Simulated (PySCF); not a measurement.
NMR data simulated for an unnamed compound:

$^{1}$H NMR (600 MHz, computed): δ 6.58 (m, 4H), 6.48 (m, 4H), 6.16 (m, 4H).

$^{13}$C{$^{1}$H} NMR (computed): δ 144.5 (CH2), 142.6 (CH).

Theory: coordinates at the GFN2-xTB level, σ from GIAO-PBE0/pcSseg-1, in PySCF (fast rotation and ring inversion assumed for equivalent nuclei, gas phase, one computed conformer, non-relativistic Hamiltonian).

Referencing at the same level of theory: $^{1}$H, $^{13}$C against TMS.

Question: Which of these does the molecule contain: a vinyl group CH=CH2, a three-membered ring, an amide, a methoxy group, a non-aromatic C=C double bond?

Answer: 
- A vinyl group CH=CH2: yes (δC 144.5, 142.6; δH 6.16 (m), 6.58 (m), 6.48 (m)).
- A three-membered ring: no.
- An amide: no.
- A methoxy group: no.
- A non-aromatic C=C double bond: yes.

The data belong to tetravinylsilane (C=C[Si](C=C)(C=C)C=C, C$_{8}$H$_{12}$Si); they needn't prove each group on their own.

Carbon signals by region: 2 in the sp2 and nitrile region (100–160 ppm).

Shifts are as computed. Against solution values, carbons near 30 ppm lie about +3 ppm off and those near 130 ppm about +5 ppm. Of 1211 compounds with measured shifts, 218 miss one by over three times the rms of a fit or turn the order of signals round; such compounds aren't used in these exercises. Multiplicities follow the n + 1 count of equivalent neighbours, as no J values were calculated; m marks all less simple cases, F and P coupling included.
